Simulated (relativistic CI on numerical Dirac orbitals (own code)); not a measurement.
Calculated at this level of theory: Dirac-Coulomb-Breit CI, separate exchange-only KLI orbitals for each configuration, QED by a radiative potential, unscaled Slater integrals (own radial code, finite nucleus).

The strongest absorption lines from the ground level of an ion, among the configurations computed and to levels below about 8090 eV (vacuum wavelength in nm, gf): 0.15507 (0.099), 0.16099 (0.28), 0.17167 (0.52), 0.19975 (0.31), 0.20419 (0.093), 0.20678 (1.4), 0.22363 (2.3), 0.24210 (0.14).

Question: Which ion is it?
A. Sb41+
B. Cs45+
C. Pr49+
D. Pr51+

Answer: C. Pr49+ has 10 electrons and the ground level 2s²2p⁶ ¹S0; the strongest line goes to 2s²2p⁵3d ¹P°1. The pattern of lines fixes the number of electrons, and along that sequence the line energies rise steadily with the charge (about as its square where n changes within one kind of shell, about linearly where n is kept but much faster in heavy ions where fine structure, which grows about as Z⁴, sets the gap, and irregularly where shells cross), which fixes Z. Configurations outside the model, such as inner-shell arrays, can give stronger lines. At this charge energies of transitions that change n are usually good to better than 1 %, and those within a shell (Δn = 0) to a few per cent.

LS names give the leading component of a level, which can be under half, so a name can repeat, a term be missing and a line seem to break the LS rules.
